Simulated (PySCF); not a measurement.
Al(Me)2(F) cation (C2H6AlF), SMILES [F][Al]([CH3])[CH3] (connectivity only; charge and spin as stated), charge +1, multiplicity 2.

Coordinates come from a PBE-D3(BJ)/def2-SVP optimisation. The spin state was assumed, not searched. The isomer is the one that the SMILES or the coordinates give; other isomers of the formula were not compared.

Method: C-PCM-ωB97X/def2-SVP (PySCF).

The values are the electrostatic part of the solvation free energy, E(continuum) − E(gas) at the gas-phase geometry, in a cavity of scaled van der Waals radii (PySCF's table); cavitation and dispersion terms are not included. A continuum can't describe solvent molecules that bind to the metal.

```json
[
 {"solvent": "water", "ε": "78.36", "ΔG(elec) (kcal/mol)": "-68.1"},
 {"solvent": "N,N-dimethylformamide", "ε": "37.22", "ΔG(elec) (kcal/mol)": "-67.1"},
 {"solvent": "ethanol", "ε": "24.85", "ΔG(elec) (kcal/mol)": "[?]"}
]
```

Q: Complete the blanks. (Estimate from the structure and the level; the computed values follow.)

A: 
- ethanol, ΔG(elec) (kcal/mol): -66.2
